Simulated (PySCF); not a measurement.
C5H13InO, SMILES CC[O][In]([CH3])[CH2]C (GFN2-xTB optimised geometry):

```
20

In    -0.640    -0.449     0.000
C     -1.644    -2.474    -0.169
H     -1.930    -2.821     0.821
H     -0.922    -3.158    -0.610
H     -2.525    -2.400    -0.800
C     -1.127     1.764     0.000
C     -2.533     2.080    -0.475
H     -0.368     2.202    -0.650
H     -0.962     2.121     1.017
H     -3.279     1.609     0.165
H     -2.690     1.729    -1.496
H     -2.707     3.158    -0.458
O      1.369    -0.449     0.000
C      2.268    -1.491     0.208
C      2.033    -2.225     1.527
H      2.228    -2.218    -0.619
H      3.279    -1.055     0.217
H      1.038    -2.679     1.518
H      2.782    -3.001     1.671
H      2.085    -1.517     2.352
```

Calculation: PBE0/def2-SVP, def2 effective core potentials past Kr in PySCF 2.14.0.

Q: What are the frontier orbital energies and the dipole moment?

A: HOMO-2 -6.99 eV, HOMO-1 -6.84 eV, HOMO -6.64 eV, LUMO -0.81 eV, LUMO+1 -0.35 eV; dipole moment 2.01 D.

On the same geometry PBE/def2-SVP, def2 effective core potentials past Kr run with PySCF 2.14.0 gives HOMO-2 -5.83 eV, HOMO-1 -5.43 eV, HOMO -5.24 eV, LUMO -1.50 eV, LUMO+1 -1.18 eV; dipole moment 1.79 D.
